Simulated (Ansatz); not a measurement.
CH4BFO (`OCBF`) at its PBE0-D4/def2-TZVP geometry, where that method's forces vanish. Charge 0, multiplicity 1.

```xyz
8

O     1.4610    0.3010    0.4978
C     0.4590   -0.4124   -0.1926
B    -0.9910    0.1422   -0.1047
F    -1.2110    1.2402    0.6098
H     1.0522    1.0467    0.9443
H     0.4362   -1.4598    0.1529
H     0.7230   -0.4901   -1.2606
H    -1.9294   -0.3678   -0.6469
```

Task: What forces (eV/Å) does B3LYP-D4/def2-TZVPP give on these atoms in Ansatz 0.2.0? (An estimate is asked.)

Result: The calculation gave: 
```
O1   0.204  0.176  0.164
C2  -0.214 -0.278 -0.235
B3  -0.115 -0.177 -0.145
F4  -0.044  0.154  0.097
H5   0.054  0.042  0.038
H6   0.016  0.036 -0.017
H7   0.004 -0.004  0.043
H8   0.095  0.052  0.055
```

B3LYP here is the variant with VWN-RPA as its local correlation; programs differ in this.
